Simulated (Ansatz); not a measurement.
I (SMILES [I]), doublet (all electrons, no relativity); WB97X-V/6-311G** (Ansatz, a first-principles code).

Ansatz was given this input:
Ansatz 0.2 input:
```yaml
crystal:
  periodic: [false, false, false]
  atoms:
    - {symbol: I, position_ang: [0.00000000, 0.00000000, 0.00000000]}
basis:
  gaussian:
    orbitals: 6-311G__.json
hamiltonian:
  xc: {name: wB97X-V}
magnetization: {spin_polarized: true, initial_magnetization: 1}
```
The basis file holds 6-311G** in the JSON format of the Basis Set Exchange.

It wrote (shortened):

```
Functional definition: wB97X-V
382 factors; integrals over basis functions are off by at most 3.0e-4 eV
55 factors; integrals over basis functions are off by at most 3.0e-5 eV
mean field evaluation 1: about -188277.4529 eV, gradient 3.5e0 eV
mean field evaluation 2: about -188277.4926 eV, gradient 2.2e0 eV
mean field evaluation 4: about -188277.4975 eV, gradient 8.9e-2 eV
mean field evaluation 8: about -188277.4967 eV, gradient 4.0e-4 eV
mean field -188277.49665924 eV, -6919.0703831564 hartree, gradient 1.8e-5 eV, S^2 0.751965; 0 other end points of the search recorded, 0 dependent functions left out
reference -188277.49665851 eV, -6919.0703831294 hartree; 27, 26 occupied and 35, 36 virtual orbitals, 382 factors
Total energy: -188277.49665851 eV, -6919.0703831294 hartree
```
